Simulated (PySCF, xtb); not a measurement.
B(F)2(OSiH3) (BF₂H₃OSi), SMILES FB(F)O[SiH3].

Geometry optimised at r2SCAN-D4/def2-SVP. Other conformers were not sampled.

Calculation: C-PCM-M06-2X/def2-SVP (PySCF).

The values are the electrostatic part of the solvation free energy, E(continuum) − E(gas) at the gas-phase geometry, in a cavity of scaled van der Waals radii (PySCF's table); cavitation and dispersion terms are not included. In vacuum the orbital gap is 12.13 eV. The dipole moment in vacuum is 1.94 D.

Question: Estimate the values in water (ε = 78.36), 1-octanol (ε = 9.86), chlorobenzene (ε = 5.70). (Estimate from the structure and the level; the computed values follow.)

Answer: 
| solvent | ε | ΔG(elec) (kcal/mol) | dipole (D) | gap (eV) |
|---|---|---|---|---|
| water | 78.36 | -2.2 | 2.22 | 12.14 |
| 1-octanol | 9.86 | -1.9 | 2.19 | 12.14 |
| chlorobenzene | 5.70 | -1.8 | 2.17 | 12.14 |

For comparison, GFN2-xTB/ALPB(water) (xtb, at the GFN2-xTB geometry, all terms of that model) gives -0.9 kcal/mol.
